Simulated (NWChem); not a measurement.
System: CH$_{6}$FNSi; SMILES F[Si@H](C)N

```xyz
10

C     -0.0338    -1.7358     0.1825
Si    -0.0709     0.0526    -0.3267
N      1.4276     0.7991     0.0379
F     -1.3333     0.7351     0.4624
H      0.7470    -2.2864    -0.3636
H      0.1692    -1.8307     1.2613
H     -1.0032    -2.2179    -0.0154
H     -0.3466     0.2715    -1.7723
H      1.8832     0.6434     0.9301
H      1.6521     1.7167    -0.3295
```
Atoms are numbered in this order, from 1.

Level: PBE0/def2-SVP (NWChem), optimised geometry, unscaled harmonic frequencies. 

```tsv
frequency (cm⁻¹)	IR intensity (km/mol)
142	0.2
200	5.4
253	11.6
291	14.8
319	34.5
417	186.9
630	14.4
690	6.7
771	10.6
821	16.9
846	52.6
894	35.6
918	221.0
958	263.9
1272	45.7
1427	3.7
1429	5.4
1547	57.4
2269	145.0
3062	0.5
3164	2.3
3175	1.8
3616	33.0
3714	38.9
```

```json
{
 "zero_point_energy": "46.9 kcal/mol",
 "thermal correction to the enthalpy at 298.15 K (with zero-point energy)": "51.5 kcal/mol",
 "heat capacity Cv": "21.8 cal/(mol K)",
 "entropy at 298.15 K and 1 atm (symmetry number 1)": "76.4 cal/(mol K)",
 "dipole_moment": "1.91 D"
}
```

Rigid rotor and harmonic oscillator.
